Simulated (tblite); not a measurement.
Run record: tight-binding relaxation, `CCC/C=C/[S@+](C)[AlH2-][F]`.

Computed with GFN2-xTB geometry optimisation, gas phase (tblite 0.8.0). Start geometry: from a force field or distance geometry. A driver script takes a list of jobs; this job's settings line and coordinates (Å) are shown.

Command:
```bash
OMP_NUM_THREADS=1 python probes_run.py task.json out
```

Input:
```
{"job": {"kind": "relax", "xc": "GFN2-xTB", "basis": "xTB"}, "charge": 0, "multiplicity": 1}
C      1.375400     1.341800     2.303900
C      2.210700     1.369100     1.046600
C      1.992200     0.164700     0.169400
C      0.558900     0.093100    -0.299500
C     -0.168000    -0.993300     0.025800
S     -1.817800    -1.039400    -0.538000
C     -2.016000    -2.547600    -1.453300
Al    -2.361900     0.642700    -1.855500
F     -4.001300     0.273300    -2.517000
H      1.028100     2.390000     2.501300
H      0.446500     0.733000     2.209500
H      1.924600     1.023600     3.213800
H      3.267000     1.344100     1.378800
H      1.979500     2.286000     0.493000
H      2.301400    -0.783200     0.612300
H      2.601700     0.323100    -0.733300
H      0.143500     0.922000    -0.871100
H      0.310100    -1.783800     0.599000
H     -1.210800    -3.231100    -1.079700
H     -3.016000    -2.949700    -1.199600
H     -1.902900    -2.277600    -2.519800
H     -2.388300     2.051900    -1.087900
H     -1.261400     0.674500    -3.029300
```

Output:
```
step      E/eV     max force
  0    -791.32248    4.348
  1    -791.85626    2.819
  2    -792.20883    1.316
  3    -792.30857    0.917
  4    -792.36662    0.455
  5    -792.38548    0.316
  6    -792.40070    0.297
  7    -792.41729    0.291
  8    -792.42968    0.239
  9    -792.43877    0.188
... (143 lines left out)
153    -792.65633    0.024
154    -792.65644    0.022
155    -792.65656    0.020
156    -792.65666    0.015
157    -792.65673    0.015
158    -792.65678    0.017
159    -792.65683    0.017
160    -792.65690    0.016
161    -792.65695    0.014
162    -792.65698    0.008
```

«max force» is the largest atomic force in eV/Å.

Problem. From which step on does the largest force stay under 0.1 eV/Å, and how much energy is left to gain from there?

Solution. From step 41 (0.093 eV/Å), 30.0 meV above the end.

In short: energy lowered by 30.8 kcal/mol over 162 steps; largest atomic force 0.008 eV/Å at the end.

Problem. Where do the atoms end?

Solution. 0.463 Å rms from the input after alignment:
```
atom  x, y, z in Å
C1     1.5750    1.2448    2.4323
C2     2.1095    1.5333    1.0354
C3     1.8286    0.3775    0.0695
C4     0.3662    0.2134   -0.1720
C5    -0.3021   -0.9151   -0.0080
S6    -2.0554   -1.0355   -0.2525
C7    -2.1083   -2.4894   -1.3431
Al8   -2.1475    0.5421   -2.1664
F9    -3.5580   -0.0239   -2.8238
H10    1.7742    2.0830    3.0955
H11    0.5012    1.0747    2.4034
H12    2.0509    0.3588    2.8470
H13    3.1875    1.6990    1.0853
H14    1.6491    2.4439    0.6479
H15    2.2518   -0.5480    0.4647
H16    2.3091    0.5948   -0.8884
H17   -0.1647    1.0997   -0.5039
H18    0.1517   -1.8351    0.3293
H19   -1.5722   -3.3066   -0.8706
H20   -3.1546   -2.7508   -1.4700
H21   -1.6659   -2.2381   -2.3080
H22   -2.1827    1.8773   -1.3911
H23   -0.8481    0.0271   -2.8433
```

Problem. How long does this job take on an Arm Neoverse N1 with one thread, shared host?

Solution. About 2.8 s.
Labels such as C1 count atoms from 1, the log's own numbers from 0.
